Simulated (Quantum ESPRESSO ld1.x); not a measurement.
The mean radii <r> (bohr) of the occupied orbitals of an atom or ion are listed with their occupations. Calculated with ld1.x of Quantum ESPRESSO 7.5: scalar-relativistic Kohn-Sham, LDA (Slater exchange, Perdew-Wang correlation), spin-polarised, spherical densities, point nucleus.

| orbital | occ. | <r> |
|---|---|---|
| 1s up | 1 | 0.02192 |
| 1s down | 1 | 0.02192 |
| 2s up | 1 | 0.09315 |
| 2s down | 1 | 0.09315 |
| 2p up | 3 | 0.08218 |
| 2p down | 3 | 0.08218 |
| 3s up | 1 | 0.2404 |
| 3s down | 1 | 0.2403 |
| 3p up | 3 | 0.2378 |
| 3p down | 3 | 0.2377 |
| 3d up | 5 | 0.2147 |
| 3d down | 5 | 0.2145 |
| 4s up | 1 | 0.4826 |

Name the element and its charge. Open shells, if any, are filled with parallel spins first.

Answer. Z = 64, gadolinium, charge +35: Gd35+ in [Ar] 3d10 4s1. The 1s radius gives Z: for a bare nucleus <r> = (2 gamma + 1)/(2Z) with gamma = sqrt(1 - (Z/c)^2), 0.02163 bohr for Z = 64, and screening makes it slightly larger (0.02192 here). The occupations add up to 29, and the charge is Z minus that.
